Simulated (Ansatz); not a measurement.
Program: Ansatz 0.2.0.

Basis-set series for ClFSn, SMILES `[F][Sn][Cl]`. The species carries charge 0 and has multiplicity 1. Sn takes the def2 core potential. The geometry is a stationary point of PBE0-D4/def2-TZVP.

| functional | basis | functions | energy (Eh) | HOMO (eV) | LUMO (eV) |
| --- | --- | --- | --- | --- | --- |
| PBE0-D4 | def2-TZVPP | 123 | -774.26851 | -8.30 | -2.95 |
| PBE0-D4 | def2-QZVPP | 209 | -774.29034 | -8.34 | -2.98 |
| ωB97M-V | def2-TZVPP | 123 | -774.41674 | -10.38 | -1.17 |
| ωB97M-V | def2-QZVPP | 209 | -774.43783 | -10.43 | -1.23 |

Problem. Give the rows for def2-SVP. (Estimate.)

Solution. The calculation gave: 
```csv
functional,basis,functions,energy (Eh),HOMO (eV),LUMO (eV)
PBE0-D4,def2-SVP,58,-773.96816,-8.10,-2.81
ωB97M-V,def2-SVP,58,-774.11439,-10.13,-0.95
```
